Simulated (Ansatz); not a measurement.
C3H9B3O3, charge -1, doublet, at a GFN2-xTB geometry (a state made from the parent by changing its charge; the spin is typed, not shown lowest) (a gas-phase anion, which may not be bound at this level). Base run: HF/STO-3G (Ansatz, a quantum-chemistry and plane-wave program).

Geometry (Å):
```xyz
18

C     -1.8826    -2.2588    -0.3844
B     -0.9038    -0.9987    -0.0912
O      0.4760    -1.2815    -0.0635
B      1.3302    -0.1805     0.1434
C      2.9207    -0.4997     0.1201
O      0.8883     1.0354     0.3828
B     -0.5530     1.3686     0.4932
C     -0.9576     2.7160    -0.3533
O     -1.3956     0.1989     0.1429
H     -1.6490    -2.7212    -1.3424
H     -2.9275    -1.9559    -0.4006
H     -1.7662    -3.0285     0.3782
H      3.2177    -0.9388    -0.8313
H      3.1862    -1.2148     0.8983
H      3.5099     0.4016     0.2754
H     -2.0087     2.9770    -0.2189
H     -0.3645     3.5791    -0.0462
H     -0.7974     2.5876    -1.4314
```
Charge -1, spin multiplicity 2.
Orbitals are unrestricted.
All else is at Ansatz's defaults.

Each row names what was changed in the base input (with any setting that the change needs).

| change | E (Eh) | SCF-reference <S^2> |
|---|---|---|
| base | -412.34049 | 0.755 |
| functional = lc_wpbe | -414.45786 | 0.754 |
| functional = revpbe | -414.61626 | 0.753 |
| functional = cam_b3lyp | -414.49377 | 0.753 |
| functional = blyp | -414.50570 | 0.752 |
| functional = hse06 | -414.26424 | 0.753 |
| functional = B2PLYP | -414.06978 | 0.754 |
| functional = PBE-QIDH | -413.86613 | 0.754 |
| functional = B97M-V | -414.77735 | 0.753 |
| functional = pbe0 | -414.28670 | 0.753 |
| functional = wB97X-V | -414.63960 | 0.753 |
| functional = pbe | -414.19610 | 0.752 |
| functional = PBE0-DH | -414.16766 | 0.754 |

Absolute energies of different levels of theory aren't comparable as measures of quality.

A gas-phase anion may not be bound at this level; its values then depend on the basis.
